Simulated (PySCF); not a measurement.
Identify the unknown among the candidates.

All candidates are C7H8F2O.

* Rotational structure: rotational constants A, B, C: 3.213, 0.849, 0.739 GHz [GFN2-xTB]
* 1H NMR: chemical shifts (computed TMS as zero) by class: 6.40 (1 H), 6.23 (1 H), 5.74 (1 H), 3.20 (1 H), 2.77 (1 H), 2.40 (1 H), 1.40 (1 H), 0.11 (1 H) ppm [GIAO PBE0/pcSseg-1]
* Dipole: 3.07 D [PBE0/pcSseg-1]
* NMR, other nuclei: isotropic shieldings of nuclei other than C and H, by class: 199 (1 O), 264 (1 F), 271 (1 F) ppm [GIAO PBE0/pcSseg-1]
* 13C NMR: chemical shifts (computed TMS as zero) by class: 142.0 (1 C), 138.1 (1 C), 127.2 (1 C), 70.3 (1 C), 46.2 (1 C), 35.5 (1 C), 25.0 (1 C) ppm [GIAO PBE0/pcSseg-1]

The electronic properties come from PySCF, for the isolated species, density fitting. Levels stand in brackets. The structure is a single GFN2-xTB conformer in the gas phase; no vibrational or solvent corrections. NMR values are class means; diastereotopic atoms form classes of their own.

Question: Which candidate is it?
A. `FC(F)OCC1=CC=CC1`
B. `CC1=CC=C[C@H]1OC(F)F`
C. `FC/C(F)=C1/CC=CCO1`
D. `C=C[C@@]1(C(=O)F)CC[C@@H]1F`
E. `FC(F)O[C@@]12CC=C[C@@H]1C2`

Answer: E. It is `FC(F)O[C@@]12CC=C[C@@H]1C2`. Numbering: `[F:1][CH:2]([F:3])[O:4][C@@:5]12[CH2:6][CH:7]=[CH:8][C@@H:9]1[CH2:10]2`. Its formula, C7H8F2O, gives 3 degrees of unsaturation: 2 rings and 1 π bond in the structure found. 7 carbons fall into 7 classes; from least to most shielded: alkene CH carbon [C8] (142.0 ppm), alkene CH carbon [C7] (138.1 ppm), CHF2 carbon [C2] (127.2 ppm), ring sp3 carbon bound to oxygen [C5] (70.3 ppm), allylic carbon [C6] (46.2 ppm), sp3 carbon at a ring junction [C9] (35.5 ppm), three-membered-ring carbon [C10] (25.0 ppm). Hydrogen classes from least to most shielded: 1 H on a CHF2 carbon, C2 (6.40 ppm), 1 H on an alkene CH carbon, C8 (6.23 ppm), 1 H on an alkene CH carbon, C7 (5.74 ppm), 1 H on an allylic carbon, C6 (3.20 ppm), 1 H on an allylic carbon, C6 (2.77 ppm), 1 H on an sp3 carbon at a ring junction, C9 (2.40 ppm), 1 H on a three-membered-ring carbon, C10 (1.40 ppm), 1 H on a three-membered-ring carbon, C10 (0.11 ppm). The other shieldings belong to: 199 ppm, ether oxygen [O4]; 264 ppm, fluorine of a CF2 group [F1]; 271 ppm, fluorine of a CF2 group [F3]. The optimised geometry has point group C1 and is an asymmetric top.

The others, at the same levels:
- `C=C[C@@]1(C(=O)F)CC[C@@H]1F` fails: its computed 13C shifts are 171.8 (1 C), 146.3 (1 C), 129.5 (1 C), 99.2 (1 C), 59.5 (1 C), 28.3 (1 C), 22.6 (1 C) ppm, 1H shifts are 6.15 (1 H), 6.14 (1 H), 5.88 (1 H), 5.18 (1 H), 2.91 (1 H), 2.44 (1 H), 2.36 (1 H), 1.58 (1 H) ppm and rotational constant A is 1.517 GHz (against 3.213 GHz).
- `FC(F)OCC1=CC=CC1` fails: its computed 13C shifts are 150.5 (1 C), 140.2 (1 C), 139.4 (1 C), 134.4 (1 C), 123.2 (1 C), 65.5 (1 C), 44.3 (1 C) ppm, 1H shifts are 6.84 (1 H), 6.79 (1 H), 6.67 (1 H), 6.65 (1 H), 5.26 (2 H), 2.91 (2 H) ppm and rotational constant A is 4.053 GHz (against 3.213 GHz).
- `CC1=CC=C[C@H]1OC(F)F` fails: its computed 13C shifts are 155.7 (1 C), 141.7 (1 C), 141.6 (1 C), 134.6 (1 C), 127.1 (1 C), 88.5 (1 C), 16.7 (1 C) ppm, 1H shifts are 6.55 (1 H), 6.54 (1 H), 6.53 (1 H), 6.24 (1 H), 4.30 (1 H), 2.23 (3 H) ppm and rotational constant A is 2.420 GHz (against 3.213 GHz).
- `FC/C(F)=C1/CC=CCO1` fails: its computed 13C shifts are 153.2 (1 C), 149.5 (1 C), 136.5 (1 C), 136.3 (1 C), 80.7 (1 C), 67.5 (1 C), 26.9 (1 C) ppm, 1H shifts are 6.58 (1 H), 6.46 (1 H), 5.47 (2 H), 4.70 (2 H), 3.25 (2 H) ppm and rotational constant A is 2.336 GHz (against 3.213 GHz).

Each candidate is one conformer, not necessarily the lowest. The conformers computed, where there is a choice (atom-mapped SMILES and torsion angles):
- `[CH2:1]=[CH:2][C@@:3]1([C:4](=[O:5])[F:6])[CH2:7][CH2:8][C@@H:9]1[F:10]`: C1–C2–C3–C4 87°, C2–C3–C4–O5 122°
- `[F:1][CH:2]([F:3])[O:4][CH2:5][C:6]1=[CH:7][CH:8]=[CH:9][CH2:10]1`: F1–C2–O4–C5 -59°, C2–O4–C5–C6 180°, O4–C5–C6–C7 0°
- `[CH3:1][C:2]1=[CH:3][CH:4]=[CH:5][C@H:6]1[O:7][CH:8]([F:9])[F:10]`: C5–C6–O7–C8 -74°, C6–O7–C8–F9 -162°
- `[F:1][CH2:2]/[C:3]([F:4])=[C:5]1/[CH2:6][CH:7]=[CH:8][CH2:9][O:10]1`: F1–C2–C3–F4 94°

The conformers of `FC(F)O[C@@]12CC=C[C@@H]1C2` aren't listed.
